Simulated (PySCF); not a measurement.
# What settings do to a single point of [Eu(NH3)3]3+

The sound run of [Eu(NH3)3]3+ (singlet in the valence; each metal's 4f electrons, 6 of them, lie in its core potential, out of spins and levels) uses PySCF 2.14.0, RKS PBE, Eu lcecp-1-SVP with ECP52, N def2-SVP, H def2-SVP; non-relativistic Hamiltonian with scalar-relativistic core potentials where named; density fitting; no spin-orbit coupling, grid (50, 194), threshold 1e-8 Eh and 55 cycles, at the relaxed geometry:

```xyz
13

Eu    0.0000    0.0000   -0.7783
N     2.3164   -0.0011    0.0120
H     2.5398   -0.6418    0.8076
H     3.0222   -0.2794   -0.7096
H     2.6835    0.9190    0.3467
N    -1.1572    2.0066    0.0120
H    -0.7141    2.5204    0.8076
H    -1.2692    2.7570   -0.7096
H    -2.1376    1.8644    0.3467
N    -1.1592   -2.0055    0.0120
H    -1.8257   -1.8786    0.8076
H    -1.7531   -2.4776   -0.7096
H    -0.5458   -2.7835    0.3467
```

There Eu1 has a Mulliken charge of 1.72 e and the dipole about the centre of mass is 2.77 D. Each run below changes one thing and starts from free metal ions and neutral atoms unless it says otherwise; with 55 cycles, smearing, a level shift and second-order steps follow where DIIS fails, and their cycles count. Energy shifts count from the sound run. On f atoms grids over 110 angular points are at least (60, 302).

```csv
change,outcome,cycles,energy shift (eV),largest force component (eV/Å),charge on Eu1 (e),dipole about the centre of mass (D)
start from a density of up to 30 smeared cycles (not counted),converged,6,0.0000,0.01,1.72,2.77
"grid (10, 14)",converged,10,-6.86,12.04,1.90,2.44
"N10 put 1.1 Å from Eu1, limit 89 cycles",converged,18,49.42,141.98,1.06,6.28
threshold 1e-05,converged,7,0.0000,0.01,1.72,2.77
```

(1) How does the run with this change end: all coordinates × 1.12?

Unsound on purpose, so not properties of the compound: grid (10, 14); N10 put 1.1 Å from Eu1, limit 89 cycles.

Forces carry noise of the integration grid, about 0.01 to 0.03 eV/Å.

A frequency check found unstable modes (3, the lowest at -43 cm⁻¹), so the relaxed geometry is probably a saddle point. An lcecp potential fixes the number of 4f electrons, so in runs with it no electron can move into or out of that shell.

## Answers

(1) outcome converged, cycles 11, energy shift (eV) 2.86, largest force component (eV/Å) 3.12, charge on Eu1 (e) 1.75, dipole about the centre of mass (D) 2.90.
